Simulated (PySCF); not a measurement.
Mo(NH)2(Cl)(NH2) (ClH4MoN3), SMILES [NH]=[Mo](=[NH])([NH2])[Cl], multiplicity 1.

The structure is a stationary point at r2SCAN-D4/def2-SVP. The multiplicity is an assumed one; other spin states were not compared. The def2 effective core potentials stand for the cores of Mo; spin–orbit coupling is left out. The values are those of a single conformer.

All values below come from TDA-PBE/def2-SVPD in PySCF 2.14.0.

Vertical excitations. The molecule is in vacuum. State labels are in the subgroup Cs.

| state | symmetry | energy (eV) | λ (nm) | f | main pairs |
|---|---|---|---|---|---|
| S1 | A" | 4.14 | 300 | 0.001 | HOMO−1→LUMO 64 %, HOMO→LUMO+1 35 % |
| S2 | A' | 4.26 | 291 | 0.012 | HOMO→LUMO 42 %, HOMO−1→LUMO+1 39 %, HOMO→LUMO+2 8 %, HOMO−2→LUMO 8 % |
| S3 | A" | 4.35 | 285 | 0.007 | HOMO→LUMO+1 52 %, HOMO−1→LUMO 26 % |
| S4 | A' | 4.42 | 280 | 0.024 | HOMO−1→LUMO+1 57 %, HOMO→LUMO 30 % |
| S5 | A' | 4.72 | 263 | 0.002 | HOMO→LUMO+2 64 %, HOMO−2→LUMO 33 % |
| S6 | A" | 4.82 | 257 | 0.001 | HOMO−3→LUMO 49 %, HOMO−1→LUMO+2 37 %, HOMO−2→LUMO+1 13 % |
| S7 | A" | 4.92 | 252 | 0.001 | HOMO−2→LUMO+1 59 %, HOMO−3→LUMO 34 % |
| S8 | A' | 4.99 | 249 | 0.007 | HOMO−4→LUMO 33 %, HOMO−3→LUMO+1 28 %, HOMO−2→LUMO 25 %, HOMO→LUMO+2 6 % |
| S9 | A" | 5.06 | 245 | 0.004 | HOMO−4→LUMO+1 43 %, HOMO−1→LUMO+2 32 %, HOMO−2→LUMO+1 9 %, HOMO−1→LUMO+3 8 % |
| S10 | A' | 5.13 | 242 | 0.006 | HOMO−3→LUMO+1 43 %, HOMO→LUMO+3 40 %, HOMO−4→LUMO 9 % |
| T1 | A' | 3.61 | 343 | 0 | HOMO→LUMO 96 % |
| T2 | A" | 3.74 | 331 | 0 | HOMO−1→LUMO 50 %, HOMO→LUMO+1 39 % |
| T3 | A" | 3.87 | 321 | 0 | HOMO→LUMO+1 52 %, HOMO−1→LUMO 44 % |
| T4 | A' | 3.96 | 313 | 0 | HOMO−1→LUMO+1 88 % |
Triplets are in the Tamm–Dancoff approximation.
